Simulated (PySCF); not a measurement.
## Partial charges of `C=CC1=C(C)CP(C)C1`

Species: C8H13P.
Atom-mapped SMILES: `[CH2:1]=[CH:2][C:3]1=[C:4]([CH3:5])[CH2:6][P:7]([CH3:8])[CH2:9]1` (hydrogens: H10, H11 on C1; H12 on C2; H13, H14, H15 on C5; H16, H17 on C6; H18, H19, H20 on C8; H21, H22 on C9)

Structure used (GFN2-xTB), in Å, numbered top down from 1:
```xyz
22
C8H13P angstrom
C     -1.414    2.719   -0.322
C     -1.458    1.443    0.051
C     -0.481    0.433   -0.301
C     -0.582   -0.877   -0.033
C     -1.688   -1.589    0.673
C      0.547   -1.732   -0.533
P      1.958   -0.586   -0.945
C      2.525   -0.277    0.794
C      0.761    0.837   -1.056
H     -0.629    3.117   -0.941
H     -2.177    3.416   -0.019
H     -2.282    1.110    0.668
H     -2.521   -0.932    0.904
H     -2.055   -2.408    0.053
H     -1.319   -2.022    1.604
H      0.859   -2.484    0.197
H      0.243   -2.267   -1.440
H      3.056   -1.156    1.156
H      3.216    0.565    0.794
H      1.683   -0.059    1.448
H      0.525    1.031   -2.107
H      1.221    1.739   -0.647
```

Density: PBE0/pcSseg-1 (PySCF); schemes: Mulliken, IAO, Hirshfeld and ESP-fitted. Geometry: GFN2-xTB, one conformer, isolated molecule.

**Question.** At which atom do the 4 schemes differ most?

**Answer.** At P7: from -0.379 (ESP-fitted) to +0.484 e (IAO), 0.863 e apart.

**Question.** Do the Mulliken, IAO, Hirshfeld and ESP-fitted schemes agree on where the charge is highest?

**Answer.** The schemes don't all agree: Mulliken P7 (+0.314); IAO P7 (+0.484); Hirshfeld P7 (+0.141); ESP-fitted H12 (+0.194).

**Question.** Which atoms carry the lowest charge in the Mulliken, IAO, Hirshfeld and ESP-fitted schemes?

**Answer.** The schemes don't all agree: Mulliken C8 (-0.469); IAO C8 (-0.611); Hirshfeld C8 (-0.171); ESP-fitted C5 (-0.615).

**Question.** Give the atomic charges in each scheme.

**Answer.** In e:

| atom | environment | Mulliken | IAO | Hirshfeld | ESP-fitted |
| --- | --- | --- | --- | --- | --- |
| C1 | terminal =CH2 carbon | -0.131 | -0.327 | -0.105 | -0.343 |
| C2 | alkene CH carbon | -0.166 | -0.139 | -0.051 | -0.323 |
| C3 | fully substituted alkene carbon | -0.175 | -0.026 | -0.013 | +0.084 |
| C4 | fully substituted alkene carbon | -0.323 | +0.015 | +0.013 | +0.095 |
| C5 | allylic carbon | -0.117 | -0.424 | -0.116 | -0.615 |
| C6 | sp3 carbon bound to phosphorus | -0.341 | -0.450 | -0.119 | +0.185 |
| P7 | phosphine phosphorus | +0.314 | +0.484 | +0.141 | -0.379 |
| C8 | sp3 carbon bound to phosphorus | -0.469 | -0.611 | -0.171 | -0.184 |
| C9 | sp3 carbon bound to phosphorus | -0.336 | -0.449 | -0.119 | +0.106 |
| H10 | vinylic hydrogen | +0.113 | +0.144 | +0.042 | +0.125 |
| H11 | vinylic hydrogen | +0.113 | +0.152 | +0.045 | +0.171 |
| H12 | vinylic hydrogen | +0.089 | +0.140 | +0.043 | +0.194 |
| H13 | methyl hydrogen | +0.119 | +0.144 | +0.044 | +0.179 |
| H14 | methyl hydrogen | +0.126 | +0.152 | +0.048 | +0.151 |
| H15 | methyl hydrogen | +0.128 | +0.151 | +0.047 | +0.171 |
| H16 | methylene hydrogen | +0.140 | +0.143 | +0.042 | +0.035 |
| H17 | methylene hydrogen | +0.165 | +0.154 | +0.040 | +0.003 |
| H18 | methyl hydrogen | +0.141 | +0.151 | +0.040 | +0.111 |
| H19 | methyl hydrogen | +0.144 | +0.153 | +0.041 | +0.100 |
| H20 | methyl hydrogen | +0.148 | +0.144 | +0.033 | +0.015 |
| H21 | methylene hydrogen | +0.167 | +0.153 | +0.037 | +0.027 |
| H22 | methylene hydrogen | +0.152 | +0.145 | +0.040 | +0.091 |

Mean size of the charges over all atoms: IAO 0.221 e, Mulliken 0.187 e, ESP-fitted 0.168 e, Hirshfeld 0.063 e. Each set sums to the total charge, 0, to within 0.001 e. The Hirshfeld scheme weights the molecular density at each point by an atom's share of the summed free-atom densities.

**Question.** How many electrons does the Hirshfeld scheme count on C9?

**Answer.** Z − q = 6 − (-0.119) = 6.119.

**Question.** How closely do the schemes follow one another over all atoms?

**Answer.** Correlation coefficient and root-mean-square difference: IAO with Hirshfeld 1.00, 0.194 e; Mulliken with IAO 0.89, 0.126 e; Mulliken with Hirshfeld 0.88, 0.149 e; Hirshfeld with ESP-fitted 0.35, 0.204 e; IAO with ESP-fitted 0.32, 0.287 e; Mulliken with ESP-fitted 0.16, 0.277 e.

**Question.** Sum the charges by element, for elements with more than one atom.

**Answer.** 
| element | atoms | Mulliken | IAO | Hirshfeld | ESP-fitted |
| --- | --- | --- | --- | --- | --- |
| C | 8 | -2.058 | -2.411 | -0.681 | -0.994 |
| H | 13 | +1.744 | +1.927 | +0.540 | +1.374 |
